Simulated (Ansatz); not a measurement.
One change: `C[CH2][SnH3]` becomes `CCCl`.

Ansatz, PBE0-D4/def2-TZVP geometries, multiplicity 1. 

Elements past krypton have def2 core potentials.

| property | `C[CH2][SnH3]` |
| --- | --- |
| LUMO energy (PBE0/def2-TZVPP) / eV | 0.34 |
| size of the dipole moment (ωB97M-V/def2-TZVPP) / D | 0.92 |
| LUMO energy (B3LYP/def2-TZVPP) / eV | 0.08 |
| HOMO energy (B3LYP/def2-TZVPP) / eV | -7.62 |
| HOMO–LUMO gap (PBE/def2-TZVPP) / eV | 6.28 |
| HOMO energy (ωB97M-V/def2-TZVPP) / eV | -9.97 |

Question: What does the change do to each property? (An estimate is asked.)

Answer: The calculation gave: 
| property | `CCCl` | shift |
| --- | --- | --- |
| LUMO energy (PBE0/def2-TZVPP) / eV | 0.90 | 0.56 |
| size of the dipole moment (ωB97M-V/def2-TZVPP) / D | 2.04 | 1.12 |
| LUMO energy (B3LYP/def2-TZVPP) / eV | 0.58 | 0.50 |
| HOMO energy (B3LYP/def2-TZVPP) / eV | -8.05 | -0.43 |
| HOMO–LUMO gap (PBE/def2-TZVPP) / eV | 6.72 | 0.44 |
| HOMO energy (ωB97M-V/def2-TZVPP) / eV | -10.62 | -0.65 |

With PBE0 the HOMO falls by 0.48 eV and the LUMO rises by 0.56 eV, so the gap widens by about 1.04 eV. PBE moves the HOMO by -0.21 eV and ωB97M-V by -0.65 eV. The zero-point energy changes by -47.8 kJ/mol with -9 modes. Dipoles are sizes alone; their direction can turn.

B3LYP here is the variant with VWN-RPA as its local correlation; programs differ in this.
